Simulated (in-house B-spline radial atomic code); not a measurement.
# Dy25+: [He] 2s2 (2p1/2)1 (2p3/2)4 3s2 (3p1/2)2 (3p3/2)3 3d10 4s2 4p6 4d7 (with a hole in an inner shell)

Level of theory: Dirac-Hartree-Fock, average of the jj configuration, Fermi nucleus of rms radius 5.2218 fm; calculated with an all-electron radial atomic-structure program (B-spline basis).

Z_r = [3n² - l(l+1)]/(2<r>); Z_e = n√(-2ε); the last column is Slater's effective charge. Values are occupation-weighted means over j. An effective charge above Z reflects the relativistic contraction of the inner shells.

| shell | electrons | ε (eV) | <r> (bohr) | Z_r | Z_e | Slater |
| --- | --- | --- | --- | --- | --- | --- |
| 1s | 2 | -55291 | 0.0211 | 71.10 | 63.75 | 65.70 |
| 2s | 2 | -10149 | 0.08867 | 67.67 | 54.62 | 62.20 |
| 2p | 5 | -9075 | 0.07959 | 62.82 | 51.65 | 62.20 |
| 3s | 2 | -2963.5 | 0.2291 | 58.92 | 44.28 | 55.95 |
| 3p | 5 | -2666.5 | 0.2264 | 55.20 | 42.00 | 55.95 |
| 3d | 10 | -2238.6 | 0.2053 | 51.15 | 38.48 | 46.85 |
| 4s | 2 | -1180.4 | 0.4867 | 49.32 | 37.26 | 40.10 |
| 4p | 6 | -1061.2 | 0.501 | 45.91 | 35.33 | 40.10 |
| 4d | 7 | -900.6 | 0.51 | 41.18 | 32.54 | 29.90 |

The least bound orbital is 4d5/2 at -896.9 eV, and it is also the most diffuse (<r> = 0.5123 bohr). The part-filled 2p shell lies below the filled 4p shell in orbital energy.

For the 1s electron the small component carries 6.08 % of the norm, the zero-frequency Breit interaction raises the level by 157.6 eV, self-energy by 100.8 eV, and vacuum polarisation lowers it by 16.92 eV.
